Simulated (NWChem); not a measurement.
Species: germylsilane (GeSiH6); SMILES [SiH3][GeH3]

### Question
Give the equilibrium geometry at PBE0/def2-SVP (NWChem) as a list of bonds and angles, with the point group.

### Answer
point group C3v; any orientation.
Bond lengths (Å): Si1–Ge2 2.383, Si1–H3 1.495, Si1–H4 1.495, Si1–H5 1.495, Ge2–H6 1.541, Ge2–H7 1.541, Ge2–H8 1.541. Bond angles (°): Ge2–Si1–H3 110.1, Ge2–Si1–H4 110.1, Ge2–Si1–H5 110.1, H3–Si1–H4 108.8, H3–Si1–H5 108.8, H4–Si1–H5 108.8, Si1–Ge2–H6 110.5, Si1–Ge2–H7 110.5, Si1–Ge2–H8 110.5, H6–Ge2–H7 108.4, H6–Ge2–H8 108.4, H7–Ge2–H8 108.4.
